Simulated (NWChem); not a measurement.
System: CH₄SSi, singlet; SMILES [Si](S)C

Excerpt of the output:

```
             Northwest Computational Chemistry Package (NWChem) 7.3.0
             --------------------------------------------------------

 C1  symmetry detected

                             Geometry "geometry" -> ""
                             -------------------------

 Output coordinates in angstroms (scale by  1.889725989 to convert to a.u.)

  No.       Tag          Charge          X              Y              Z
 ---- ---------------- ---------- -------------- -------------- --------------
    1 Si                  14.0000    -0.78575547    -0.58583682    -0.00028595
    2 C                    6.0000     0.78927698    -1.67042887     0.00219882
    3 H                    1.0000     1.39328194    -1.47851455     0.87605001
    4 H                    1.0000     1.41191800    -1.45800924    -0.87989966
    5 H                    1.0000     0.54651164    -2.73111949    -0.01242700
    6 S                   16.0000     0.23688171     1.36313921     0.00034352
    7 H                    1.0000    -0.87690419     2.08170469     0.00159065

 Effective nuclear repulsion energy (a.u.)     129.7073020365

                                Z-matrix (autoz)
                                --------

 Units are Angstrom for bonds and degrees for angles

      Type          Name      I     J     K     L     M      Value
      ----------- --------  ----- ----- ----- ----- ----- ----------
    1 Stretch                  1     2                       1.91235
    2 Stretch                  1     6                       2.20098
    3 Stretch                  2     3                       1.07948
    4 Stretch                  2     4                       1.10041
    5 Stretch                  2     5                       1.08822
    6 Stretch                  6     7                       1.32546
    7 Bend                     1     2     3               111.16536
    8 Bend                     1     2     4               110.82401
    9 Bend                     1     2     5               111.65724
   10 Bend                     1     6     7                95.14212
   11 Bend                     2     1     6                96.86567
   12 Bend                     3     2     4               107.33722
   13 Bend                     3     2     5               107.99850
   14 Bend                     4     2     5               107.67445
   15 Torsion                  2     1     6     7        -179.87039
   16 Torsion                  3     2     1     6          60.15199
   17 Torsion                  4     2     1     6         -59.13243
   18 Torsion                  5     2     1     6        -179.16732

  xc_inp: hfexch multiplicative factor not found.

                              NWChem Analytic Hessian
                              -----------------------

  ncent_ecp
  NO ECPs here                  566
  HESS GRID fine

                                 NWChem DFT Module
                                 -----------------

 Summary of "ao basis" -> "ao basis" (spherical)
 ------------------------------------------------------------------------------
       Tag                 Description            Shells   Functions and Types
 ---------------- ------------------------------  ------  ---------------------
 Si                         def2-svp                 8       18   4s3p1d
 C                          def2-svp                 6       14   3s2p1d
 H                          def2-svp                 3        5   2s1p
 S                          def2-svp                 8       18   4s3p1d

            General Information
            -------------------
          SCF calculation type: DFT
          Wavefunction type:  closed shell.
          No. of atoms     :     7
          No. of electrons :    40
           Alpha electrons :    20
            Beta electrons :    20
          Charge           :     0
          Spin multiplicity:     1
          Use of symmetry is: off; symmetry adaption is: off
          Maximum number of iterations: 150
          AO basis - number of functions:    70
                     number of shells:    34
          Convergence on energy requested:  1.00D-07
          Convergence on density requested:  1.00D-05
          Convergence on gradient requested:  1.00D-06

              XC Information
              --------------
                     Hartree-Fock (Exact) Exchange  1.000

      Superposition of Atomic Density Guess
      -------------------------------------

 Sum of atomic energies:        -725.70778935

      Non-variational initial energy
      ------------------------------

 Total energy =    -726.732562
 1-e energy   =   -1260.156059
 2-e energy   =     403.716195
 HOMO         =      -0.221635
 LUMO         =      -0.044677

[...]

      ----------------------
      Optimization converged
      ----------------------

  Step       Energy      Delta E   Gmax     Grms     Xrms     Xmax
  ---- ---------------- -------- -------- -------- -------- --------
@    3    -726.40855844 -1.9D-07  0.00001  0.00000  0.00052  0.00138
                                     ok       ok       ok       ok

                                Z-matrix (autoz)
                                --------

 Units are Angstrom for bonds and degrees for angles

      Type          Name      I     J     K     L     M      Value     Gradient
      ----------- --------  ----- ----- ----- ----- ----- ---------- ----------
    1 Stretch                  1     2                       1.91228    0.00000
    2 Stretch                  1     6                       2.14987    0.00000
    3 Stretch                  2     3                       1.09481   -0.00000
    4 Stretch                  2     4                       1.09463    0.00000
    5 Stretch                  2     5                       1.09176    0.00000
    6 Stretch                  6     7                       1.33556    0.00000
    7 Bend                     1     2     3               111.06328   -0.00001
    8 Bend                     1     2     4               111.31915    0.00000
    9 Bend                     1     2     5               110.72919    0.00000
   10 Bend                     1     6     7                97.80691    0.00000
   11 Bend                     2     1     6                96.63836   -0.00000
   12 Bend                     3     2     4               107.19764    0.00000
   13 Bend                     3     2     5               108.16027    0.00000
   14 Bend                     4     2     5               108.22567    0.00000
   15 Torsion                  2     1     6     7        -179.90369    0.00001
   16 Torsion                  3     2     1     6          60.43741    0.00000
   17 Torsion                  4     2     1     6         -58.93061    0.00000
   18 Torsion                  5     2     1     6        -179.37295   -0.00000

                         Geometry "geometry" -> "geometry"
                         ---------------------------------

 Output coordinates in angstroms (scale by  1.889725989 to convert to a.u.)

  No.       Tag          Charge          X              Y              Z
 ---- ---------------- ---------- -------------- -------------- --------------
    1 Si                  14.0000    -0.78420593    -0.58226511    -0.00041414
    2 C                    6.0000     0.79289547    -1.66371608    -0.00382471
    3 H                    1.0000     1.40415839    -1.47085705     0.88373932
    4 H                    1.0000     1.41705815    -1.45443553    -0.87837883
    5 H                    1.0000     0.53415360    -2.72431320    -0.01490131
    6 S                   16.0000     0.21849277     1.31945751    -0.00161726
    7 H                    1.0000    -0.86734184     2.09706439     0.00296732

 Effective nuclear repulsion energy (a.u.)     131.2119151398

                Final and change from initial internal coordinates
                --------------------------------------------------

                                Z-matrix (autoz)
                                --------

 Units are Angstrom for bonds and degrees for angles

      Type          Name      I     J     K     L     M      Value       Change
      ----------- --------  ----- ----- ----- ----- ----- ---------- ----------
    1 Stretch                  1     2                       1.91228   -0.00007
    2 Stretch                  1     6                       2.14987   -0.05110
    3 Stretch                  2     3                       1.09481    0.01533
    4 Stretch                  2     4                       1.09463   -0.00578
    5 Stretch                  2     5                       1.09176    0.00354
    6 Stretch                  6     7                       1.33556    0.01010
    7 Bend                     1     2     3               111.06328   -0.10207
    8 Bend                     1     2     4               111.31915    0.49514
    9 Bend                     1     2     5               110.72919   -0.92805
   10 Bend                     1     6     7                97.80691    2.66479
   11 Bend                     2     1     6                96.63836   -0.22730
   12 Bend                     3     2     4               107.19764   -0.13958
   13 Bend                     3     2     5               108.16027    0.16177
   14 Bend                     4     2     5               108.22567    0.55122
   15 Torsion                  2     1     6     7        -179.90369   -0.03330
   16 Torsion                  3     2     1     6          60.43741    0.28542
   17 Torsion                  4     2     1     6         -58.93061    0.20183
   18 Torsion                  5     2     1     6        -179.37295   -0.20563

[...]
```

Level: Hartree-Fock/def2-SVP. Low-valent species are run as closed-shell singlets; no triplet was tried in these runs.

Task: Write an input that gives this output.

Result: Several could match; the one computed here: the input that was run:
```
start job
memory heap 200 mb stack 900 mb global 1100 mb
geometry units angstroms
  Si     0.812884    -0.516448     0.199697
  C      1.410475     1.274903    -0.101998
  H      0.962355     1.959125     0.602486
  H      1.133273     1.615037    -1.111141
  H      2.491627     1.358366    -0.010577
  S     -1.330769    -0.136752    -0.124151
  H     -1.707501    -1.388611     0.094433
end
basis spherical
  Si library def2-svp
  C library def2-svp
  H library def2-svp
  S library def2-svp
end
dft
  xc hfexch
  iterations 150
end
task dft hessian
driver
  maxiter 150
  inhess 2
end
task dft optimize
```
